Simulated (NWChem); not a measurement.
System: GeNH₃O, singlet; SMILES [NH2][Ge][OH]

```xyz
6

Ge    -0.4648     0.0444     0.0000
O      0.7281     1.4125     0.0000
H      1.6561     1.1259     0.0000
N      0.7203    -1.3764     0.0000
H      1.7348    -1.3291     0.0000
H      0.3882    -2.3345     0.0000
```
Atoms are numbered in this order, from 1.

Program: NWChem. Low-valent species are run as closed-shell singlets; no triplet was tried in these runs. All runs use the structure optimised with B3LYP/6-31G* (spherical d). Level: PBE0/def2-SVPD; rows give the wavelength of the field.

Order these by “isotropic polarisability (bohr³)”, lowest first: static; 1065 nm; 589 nm.

static (46.6), 1065 nm (47.3), 589 nm (49.1)
